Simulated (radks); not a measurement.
Radial electron density D(r) = 4 pi r^2 rho(r) of an atom or ion with 59.5 electrons. All-electron calculation, scalar-relativistic Kohn-Sham, PBE, spin-polarised, spherical densities, finite nucleus; Fermi nuclear charge, rms radius of each element as measured or else 0.836 A^(1/3) + 0.57 fm. Program: a radial shooting solver on a logarithmic mesh with Libxc functionals.

| r (bohr) | D(r) (e/bohr) |
|---|---|
| 0.0008247 | 2.452 |
| 0.0009601 | 3.167 |
| 0.001118 | 4.079 |
| 0.001301 | 5.236 |
| 0.001515 | 6.697 |
| 0.001763 | 8.529 |
| 0.002053 | 10.81 |
| 0.00239 | 13.61 |
| 0.002782 | 17.03 |
| 0.003239 | 21.14 |
| 0.003771 | 26.00 |
| 0.00439 | 31.65 |
| 0.00511 | 38.04 |
| 0.005949 | 45.08 |
| 0.006926 | 52.54 |
| 0.008063 | 60.09 |
| 0.009462 | 67.60 |
| 0.01101 | 73.72 |
| 0.01282 | 78.21 |
| 0.01493 | 80.57 |
| 0.01738 | 80.57 |
| 0.02023 | 78.46 |
| 0.02355 | 75.14 |
| 0.02742 | 72.12 |
| 0.03192 | 71.24 |
| 0.03716 | 74.08 |
| 0.04326 | 81.13 |
| 0.05036 | 91.11 |
| 0.05863 | 100.9 |
| 0.06825 | 106.5 |
| 0.07946 | 105.0 |
| 0.0925 | 96.83 |
| 0.1077 | 86.24 |
| 0.1254 | 79.58 |
| 0.1459 | 80.91 |
| 0.1699 | 88.13 |
| 0.1978 | 93.24 |
| 0.2303 | 88.09 |
| 0.2681 | 71.54 |
| 0.3121 | 51.41 |
| 0.3633 | 38.35 |
| 0.4229 | 36.68 |
| 0.4924 | 41.18 |
| 0.5732 | 42.96 |
| 0.6673 | 37.73 |
| 0.7769 | 28.08 |
| 0.9044 | 19.12 |
| 1.053 | 13.60 |
| 1.236 | 10.81 |
| 1.438 | 9.046 |
| 1.674 | 6.989 |
| 1.949 | 4.693 |
| 2.269 | 2.706 |
| 2.642 | 1.377 |
| 3.076 | 0.6679 |
| 3.58 | 0.3425 |
| 4.168 | 0.1904 |
| 4.852 | 0.1032 |
| 5.649 | 0.04817 |
| 6.576 | 0.01769 |
| 7.656 | 0.004791 |
| 8.913 | 0.0009107 |
| 10.38 | 0.0001161 |

What is the nuclear charge?

Answer. Z = 61. The innermost maximum, from 1s, lies near gamma/Z bohr with gamma = sqrt(1 - (Z/c)^2) = 0.895, here 0.0147 bohr (found: 0.0160), and its height grows with Z. The density is that of the promethium ion Pm1.5+ in [Xe] 4f(up 2.5, down 2.5) 6s(up 0.25, down 0.25); the configuration itself is not fixed sharply by these data, and Z only to a few units. D(r) has 4 maxima, at r = 0.0160, 0.0716, 0.201, 0.555 bohr, and minima at 0.0309, 0.132, 0.400 bohr, inside which lie 1.95, 11.13, 29.13 electrons.
